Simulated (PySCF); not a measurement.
Compound: C3H2BF2 (charge +1).
Atom-mapped SMILES: `[F:1][B:2]([F:3])[c:4]1[cH:5][cH+:6]1` (hydrogens: H7 on C5; H8 on C6)

Computed, not measured: MP2 and CCSD/aug-cc-pVDZ in PySCF, restricted Hartree–Fock reference, frozen core, non-relativistic, gas phase, PBE0-D3(BJ)/def2-SVP geometry.

E(HF) = -338.15487 Eh.

Question: How large is the problem?

Answer: 156 basis functions and 42 electrons; 6 orbitals frozen, which leaves o = 15 correlated occupied and v = 135 virtual orbitals. That is o·v = 2025 singles and o·v(o·v + 1)/2 = 2051325 distinct closed-shell doubles amplitudes before symmetry; the costliest CCSD step grows as o²v⁴ = 7.5 × 10^10.

Question: What are the MP2 and CCSD correlation energies?

Answer: MP2 -0.8238 Eh and CCSD -0.8498 Eh, which gives totals of -338.97867 and -339.00472 Eh. That is 0.771 eV for each correlated electron at CCSD (2231 kJ/mol in all, 0.251 % of the total energy); MP2 gives 96.9 % of the CCSD value.

Question: What is the T1 diagnostic?

Answer: 0.0137, below the customary warning level of 0.02. It is the norm of the spatial-orbital singles amplitudes over the root of the number of correlated electrons, so the norm is 0.075.

Connected triples and the basis-set limit are missing.

The job also held the EOM ionisation roots. Time: 4.8 min of wall time; peak memory 2.9 GiB. Hardware: one thread of an Intel Xeon Platinum 8259CL at 2.50 GHz, shared host.

Shape of the structure used: `[F:1][B:2]([F:3])[c:4]1[cH:5][cH+:6]1`: F1–B2–C4–C5 89°.

One conformer stands for the species.
